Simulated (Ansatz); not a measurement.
Input and output for C₈H₁₈O, SMILES `CCCCC(CC)CO`.

```yaml
crystal:
  periodic: [false, false, false]
  atoms:
    - {symbol: C, position_ang: [-2.275049, -1.168751, -2.276075]}
    - {symbol: C, position_ang: [-0.761001, -1.053687, -2.351728]}
    - {symbol: C, position_ang: [-0.065955, -1.067927, -0.995380]}
    - {symbol: C, position_ang: [-0.379948, 0.141099, -0.129379]}
    - {symbol: C, position_ang: [0.256307, 0.108970, 1.256647]}
    - {symbol: C, position_ang: [1.785813, 0.047120, 1.243482]}
    - {symbol: C, position_ang: [2.476778, 1.181795, 0.501847]}
    - {symbol: C, position_ang: [-0.234568, 1.276403, 2.104477]}
    - {symbol: O, position_ang: [-1.632387, 1.274260, 2.309660]}
    - {symbol: H, position_ang: [-2.723728, -0.320496, -1.754610]}
    - {symbol: H, position_ang: [-2.718019, -1.209815, -3.273856]}
    - {symbol: H, position_ang: [-2.571560, -2.078055, -1.744410]}
    - {symbol: H, position_ang: [-0.489359, -0.133995, -2.883649]}
    - {symbol: H, position_ang: [-0.370054, -1.878579, -2.956638]}
    - {symbol: H, position_ang: [1.014977, -1.133745, -1.158215]}
    - {symbol: H, position_ang: [-0.347248, -1.982629, -0.456554]}
    - {symbol: H, position_ang: [-1.460426, 0.235214, 0.005192]}
    - {symbol: H, position_ang: [-0.065185, 1.053167, -0.651955]}
    - {symbol: H, position_ang: [-0.088790, -0.809200, 1.758368]}
    - {symbol: H, position_ang: [2.098911, -0.906680, 0.808909]}
    - {symbol: H, position_ang: [2.137988, 0.028308, 2.281278]}
    - {symbol: H, position_ang: [3.562113, 1.074458, 0.561389]}
    - {symbol: H, position_ang: [2.208681, 1.195977, -0.557170]}
    - {symbol: H, position_ang: [2.223399, 2.159219, 0.919207]}
    - {symbol: H, position_ang: [0.299624, 1.281103, 3.065952]}
    - {symbol: H, position_ang: [-0.016711, 2.225640, 1.607890]}
    - {symbol: H, position_ang: [-1.864613, 0.460828, 2.765331]}
basis:
  gaussian: {orbitals: cc-pVDZ, fitting: {mean_field: def2-universal-jkfit}, nuclear_model: gaussian}
total_charge: 1
magnetization: {spin_polarized: true, initial_magnetization: 1}
hamiltonian: {xc: {name: wPBEh}}
output: {forces: true}
```

```sh
$ ansatz run in.yaml --threads 4 --pin off --events-out ev --progress --plain --max-ram 66560MiB --backend cpu
```

Output, abridged:

```
Functional definition: wPBEh
  name "wPBEh"
  cite "Heyd, Scuseria & Ernzerhof, J. Chem. Phys. 118, 8207 (2003) doi:10.1063/1.1564060"
  cite "Krukau, Vydrov, Izmaylov & Scuseria, J. Chem. Phys. 125, 224106 (2006) doi:10.1063/1.2404663"
  cite "Heyd & Scuseria, J. Chem. Phys. 120, 7274 (2004) doi:10.1063/1.1668634"
  cite "Ernzerhof & Perdew, J. Chem. Phys. 109, 3313 (1998) doi:10.1063/1.476928"
  cite "Perdew, Burke & Ernzerhof, Phys. Rev. Lett. 77, 3865 (1996) doi:10.1103/PhysRevLett.77.3865"
  parent pbe
  parameter a = 0.25
  parameter omega = 0.11/bohr
  exchange = wpbe_x - a*pbe_x_sr(omega) + a*exact_x_sr(omega)
  correlation = pbe_c
1001 factors; integrals over basis functions are off by at most 2.3e-1 eV
1001 factors; integrals over basis functions are off by at most 1.8e-7 eV
mean field evaluation 1: about -10594.7401 eV, gradient 6.4e1 eV
mean field evaluation 2: about -10566.7889 eV, gradient 9.5e1 eV
mean field evaluation 4: about -10614.6692 eV, gradient 1.9e1 eV
mean field evaluation 8: about -10616.4004 eV, gradient 8.6e-1 eV
mean field evaluation 16: about -10616.4274 eV, gradient 7.1e-3 eV
mean field -10616.42740160 eV, -390.1465109357 hartree, gradient 9.2e-6 eV, S^2 0.753283; 8 other end points of the search recorded, 0 dependent functions left out
the calculation of the forces begins
reference -10616.42745241 eV, -390.1465128030 hartree; 37, 36 occupied and 179, 180 virtual orbitals, 1001 factors
Total energy: -10616.42745241 eV, -390.1465128030 hartree
Atom 0 at    -2.275049    -1.168751    -2.276075 Å, force     0.571690    -0.338907     0.038023 eV/Å
Atom 1 at    -0.761001    -1.053687    -2.351728 Å, force    -1.189199     1.151667     0.334318 eV/Å
Atom 2 at    -0.065955    -1.067927    -0.995380 Å, force     0.798090    -1.155700     0.154721 eV/Å
Atom 3 at    -0.379948     0.141099    -0.129379 Å, force    -0.716447     1.284223    -0.011418 eV/Å
Atom 4 at     0.256307     0.108970     1.256647 Å, force     1.032446    -2.675108    -0.910265 eV/Å
Atom 5 at     1.785813     0.047120     1.243482 Å, force     0.037093     1.093949     0.343081 eV/Å
Atom 6 at     2.476778     1.181795     0.501847 Å, force    -0.213217    -0.324145     0.022549 eV/Å
Atom 7 at    -0.234568     1.276403     2.104477 Å, force    -2.018208     2.185121    -0.012501 eV/Å
Atom 8 at    -1.632387     1.274260     2.309660 Å, force     1.723048     0.316410    -0.570963 eV/Å
Atom 9 at    -2.723728    -0.320496    -1.754610 Å, force    -0.208989     0.362871     0.049772 eV/Å
Atom 10 at    -2.718019    -1.209815    -3.273856 Å, force    -0.152568     0.076419    -0.288902 eV/Å
Atom 11 at    -2.571560    -2.078055    -1.744410 Å, force    -0.085630    -0.223723     0.104605 eV/Å
Atom 12 at    -0.489359    -0.133995    -2.883649 Å, force     0.092469     0.144783    -0.228988 eV/Å
Atom 13 at    -0.370054    -1.878579    -2.956638 Å, force     0.424747    -0.499853    -0.009585 eV/Å
Atom 14 at     1.014977    -1.133745    -1.158215 Å, force     0.224499     0.017333    -0.005037 eV/Å
Atom 15 at    -0.347248    -1.982629    -0.456554 Å, force    -0.047356    -0.170533     0.142956 eV/Å
Atom 16 at    -1.460426     0.235214     0.005192 Å, force    -0.284483    -0.022560    -0.094966 eV/Å
Atom 17 at    -0.065185     1.053167    -0.651955 Å, force     0.045313     0.172438    -0.135865 eV/Å
Atom 18 at    -0.088790    -0.809200     1.758368 Å, force    -0.057429    -0.144146     0.150117 eV/Å
Atom 19 at     2.098911    -0.906680     0.808909 Å, force    -0.139824    -0.444727    -0.076835 eV/Å
Atom 20 at     2.137988     0.028308     2.281278 Å, force     0.172982    -0.174226     0.205766 eV/Å
Atom 21 at     3.562113     1.074458     0.561389 Å, force     0.242172    -0.015959     0.064089 eV/Å
Atom 22 at     2.208681     1.195977    -0.557170 Å, force    -0.034505     0.030032    -0.277449 eV/Å
Atom 23 at     2.223399     2.159219     0.919207 Å, force     0.014433     0.338764     0.142180 eV/Å
Atom 24 at     0.299624     1.281103     3.065952 Å, force     0.149246    -0.569564     0.355784 eV/Å
Atom 25 at    -0.016711     2.225640     1.607890 Å, force    -0.048257     0.177721    -0.086144 eV/Å
Atom 26 at    -1.864613     0.460828     2.765331 Å, force    -0.332114    -0.592578     0.600957 eV/Å
Dipole moment:    -0.050056     0.000376     0.701683 e Å
```

Hardware: 4 threads of an AMD EPYC 7R13 on a shared host. Wall time 28 s, peak host memory 1.5 GiB.
